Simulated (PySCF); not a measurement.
SbI3, optimised at GFN2-xTB:

```xyz
4

Sb    -0.2840     0.1007     0.1443
I      0.1331     0.9394    -2.4342
I      0.1096    -2.5859    -0.2470
I      2.1877     0.7164     1.1632
```

Computed with PySCF (xtb for GFN2) and rigid-rotor harmonic-oscillator thermochemistry at 1 bar. All species are closed-shell singlets. I, Sb: scalar-relativistic def2 core potential, no spin-orbit coupling.

Problem. List the harmonic frequencies (cm⁻¹, unscaled) at this level and at the other levels, each on its own geometry.

Solution. 
- GFN2-xTB: 55, 55, 74, 202, 205, 205
- PBE/def2-SVP: 50, 50, 68, 185, 188, 188
- PBE0/def2-TZVP: 54, 54, 74, 197, 197, 198
